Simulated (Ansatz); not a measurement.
CH6BFO2Si can be A, `FCOBO[SiH3]`, or B, `B[Si](O)(F)OC`.

Program: Ansatz. Geometries: PBE0-D4/def2-TZVP. ΔE: electronic, gas phase. CBS: MP2 limit from def2 TZ/QZ plus the TZ coupled-cluster correction, frozen cores. DFT in def2-TZVPP. B3LYP here is the variant with VWN-RPA as its local correlation; programs differ in this. Each species was taken in one conformer, which may not be the lowest.

Which isomer does CCSD(T)/CBS put lower? Give the gap. (Estimate.)

The calculation gave: B, by 18.7 kJ/mol.

Give E(B) − E(A) in kJ/mol with r2SCAN-D4, B3LYP-D4, B2PLYP, MP2/def2-TZVPP, CCSD/def2-TZVPP, ωB97M-V, PBE0-D4. (Best estimate.)

Computed: r2SCAN-D4 -7.1, B3LYP-D4 -5.1, B2PLYP -6.1, MP2/def2-TZVPP -14.2, CCSD/def2-TZVPP -12.0, ωB97M-V -6.1, PBE0-D4 -5.6. None reverses the order clearly.

Largest T1 diagnostic: 0.013.

In def2-TZVPP, CCSD(T) changes the Hartree–Fock value by −6.5 kJ/mol (the triples alone add +2.3 kJ/mol) and MP2 by −11.0 kJ/mol. From PBE to PBE0 (25 % exact exchange), in def2-TZVPP and without D4, E(B) − E(A) moves by −5.0 kJ/mol.
